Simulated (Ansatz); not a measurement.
Breaking the P1–N2 bond in PN (multiplicity 1 held). Energies count from the point at 1.483 Å.


Restricted levels (R-, RO-) in cc, def2 and unpolarised 6-31G sets keep to the state of the molecule at rest. U- levels take the lowest unrestricted solution at each point, which mixes spins at long bonds. Full CI gives the lowest state of the spin. Levels need not reach the same state.

Frozen-core correlation.

The values were computed with Ansatz (an electronic-structure program) with Gaussian orbitals. Each number belongs to the level named beside it.

### Question
Predict the energy at R = 5.931 Å from U-CCSD(T)/6-31G.

### Answer
3.39 eV

### Question
Give the energy at R = 5.931 Å at the level R-HF/6-31G.

### Answer
19.93 eV

### Question
What is the computed energy at R = 5.931 Å (FCI/6-31G)?

### Answer
3.50 eV

Doubts at one or more of the structures used: a restricted determinant that unrestricted orbitals would lower (R-HF/6-31G); a spin-contaminated determinant (U-CCSD(T)/6-31G); T1 above 0.05 (U-CCSD(T)/6-31G).
